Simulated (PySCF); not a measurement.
From one molecule to another.

First species: C2H4N2SSi.
SMILES with atom numbers: `[SiH3:1][c:2]1[n:3][n:4][cH:5][s:6]1` (hydrogens: H7, H8, H9 on Si1; H10 on C5)

Second species: C3H4F2O.
SMILES: `FC(F)[C@@H]1CO1`

Levels: B3LYP/def2-SVPD for dipole moment, HOMO energy, LUMO energy, HOMO–LUMO gap, static isotropic polarisability and electronic spatial extent ⟨r²⟩ about the centre of nuclear charge; TDDFT B3LYP/def2-SVPD for lowest singlet excitation; TDA B3LYP/def2-SVPD for lowest triplet excitation (Tamm–Dancoff); GFN2-xTB for rotational constant A and rotational constant C. Geometries: GFN2-xTB. All species are isolated and taken at one optimised geometry, non-relativistic unless stated. Electronic properties by PySCF.

Dipoles, sizes and rotational constants follow the conformer. The torsions of the flexible species, by atom-mapped SMILES:
- `[F:1][CH:2]([F:3])[C@@H:4]1[CH2:5][O:6]1`: F1–C2–C4–C5 -72°

```
                                                         property   column X   column Y
                                                    dipole moment     1.91 D     2.90 D
                                                      HOMO energy   -8.41 eV   -7.36 eV
                                                      LUMO energy    0.42 eV   -1.76 eV
                                                    HOMO–LUMO gap    8.83 eV    5.60 eV
                                        lowest singlet excitation    7.78 eV    4.30 eV
                         lowest triplet excitation (Tamm–Dancoff)    7.52 eV    3.88 eV
                                  static isotropic polarisability    40.8 au    80.2 au
electronic spatial extent ⟨r²⟩ about the centre of nuclear charge  546 bohr²  837 bohr²
                                            rotational constant A  7.176 GHz  5.274 GHz
                                            rotational constant C  2.098 GHz  1.377 GHz
```

Task: Which column belongs to which species?

Result: Column X is the second species and column Y the first. The first has 10 atoms and 60 electrons, the second 10 and 48.

Task: How does each property change from the first species to the second?

Result: dipole moment -0.99 D; HOMO energy -1.05 eV; LUMO energy +2.18 eV; HOMO–LUMO gap +3.23 eV; lowest singlet excitation +3.48 eV; lowest triplet excitation (Tamm–Dancoff) +3.64 eV; static isotropic polarisability -39.4 au; electronic spatial extent ⟨r²⟩ about the centre of nuclear charge -291 bohr²; rotational constant A +1.902 GHz; rotational constant C +0.721 GHz.

On the first: The polarisability is 11.89 Å³ as a volume (1 au = 0.148185 Å³), or 1.34 au for each of the 60 electrons. The 8 singlets span 4.30 to 6.66 eV, and their oscillator strengths add up to 0.22.

On the second: The principal polarisabilities are 37.2, 38.4 and 47.0 au; their mean is the isotropic value. In wavenumbers S1 is 62700 cm⁻¹ (1 eV = 8065.54 cm⁻¹).
